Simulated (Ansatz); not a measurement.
Input for Ansatz (an electronic-structure program): SC-NEVPT2 on CASSCF(6,4)/def2-TZVPPD on BeBrI (SMILES [Br][Be][I]), a point of a bond scan (R = 5.846 Å). Elements past Kr take the def2 small-core potentials; no spin–orbit coupling. Files ending in .json are basis or fitting sets from the Basis Set Exchange.

Ansatz 0.2 input:
```yaml
crystal:
  periodic: [false, false, false]
  atoms:
    - {symbol: Be, position_ang: [-0.00000000, -0.00000000, -0.50333561]}
    - {symbol: Br, position_ang: [-0.00000000, -0.00000000, -2.45917122]}
    - {symbol: I, position_ang: [0.00000000, 0.00000000, 5.34298573]}
basis:
  gaussian:
    orbitals: def2-TZVPPD.json
    pivot_positions_ang: [[-0.00000000, -0.00000000, -0.50333561], [-0.00000000, -0.00000000, -2.45917122], [0.00000000, 0.00000000, 5.34298573]]
magnetization: {spin_polarized: false}
correlation: {method: sc_nevpt2, electrons: outside_noble_gas, active_space: {window: {electrons: 6, orbitals: 4}}}
output: {orbitals: {seedname: ./end}}
```

Program output:

```
WARN ansatz: RAYON_NUM_THREADS=1 ignored (pool sized by the plan → 1); use --threads N
Functional definition: HF
integrals: 0.08 GiB planned
1164 factors; integrals over basis functions are off by at most 3.5e-4 eV
mean field: 0.53 GiB planned
mean field evaluation 1: about -78465.0029 eV, gradient 1.9e1 eV
mean field evaluation 2: about -78465.0349 eV, gradient 2.0e1 eV
mean field evaluation 4: about -78466.5311 eV, gradient 1.0e1 eV
mean field evaluation 8: about -78467.5752 eV, gradient 1.8e0 eV
mean field evaluation 16: about -78467.6570 eV, gradient 4.1e-2 eV
mean field evaluation 32: about -78467.5279 eV, gradient 4.0e0 eV
mean field -78467.65701232 eV, -2883.6332079146 hartree, gradient 7.1e-6 eV, S^2 0.000000; 4 other end points of the search recorded, 0 dependent functions left out; unrestricted orbitals would lower it
reference -78467.65701232 eV, -2883.6332079146 hartree; 32, 32 occupied and 106, 106 virtual orbitals, 1164 factors
configuration interaction: 0.14 GiB planned
configuration interaction: 0.00 GiB planned
state -78470.44466073 eV, -2883.7356521041 hartree
state -78470.44466073 eV, -2883.7356521041 hartree; corrected -78478.38484748 eV, -2884.0274485850 hartree
WARN: 2 active orbitals are nearly empty or full. The corrections depend on them more than the energy does, and are more stable in an active space without them
Total energy: -78478.38484748 eV, -2884.0274485850 hartree
```

The calculation finished and met its thresholds.

Warnings raised: idle orbitals.

Cost: roughly 23 core-seconds.
